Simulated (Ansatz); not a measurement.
Reactions of C$_{2}$H$_{6}$FNOSi (`C=C[Si](N)(O)F`).

Isolated molecules relaxed with PBE0-D4/def2-TZVP in Ansatz; ΔE leaves out vibrations. CCSD(T)/CBS is the MP2 limit (def2-TZVPP, def2-QZVPP) plus CCSD(T) − MP2 in def2-TZVPP, frozen cores. This one scheme is used for every species. DFT in def2-TZVPP. For Br, Se outer-core shells are correlated without core-valence functions, which leaves a few kJ/mol of doubt a bond. Scalar relativity is left out up to krypton. Each species was taken in one conformer, which may not be the lowest.

| reaction | ωB97X-V (kJ/mol) | ωB97M-V (kJ/mol) |
| --- | --- | --- |
| `C=C[Si](N)(O)F` + `N=C[SeH]` → `C=C/N=C\[SeH]` + `N[SiH](O)F` | 35 | 38 |
| `C=C[Si](N)(O)F` + HBr → `N[Si](O)(F)Br` + ethylene | -89 | -89 |
| `C=C[Si](N)(O)F` + H₂O → `N[Si](O)(O)F` + ethylene | -112 | -112 |
| `C=C[Si](N)(O)F` + `OC(F)F` → `C=CC(O)(F)F` + `N[SiH](O)F` | 23 | 25 |

(1) Give the CCSD(T)/CBS values in the same order. (Best estimate.)

Largest T1 diagnostic: 0.013, for `C=C/N=C\[SeH]`.

Answers

(1) Ansatz gave: 34, -90, -109, 26 kJ/mol.
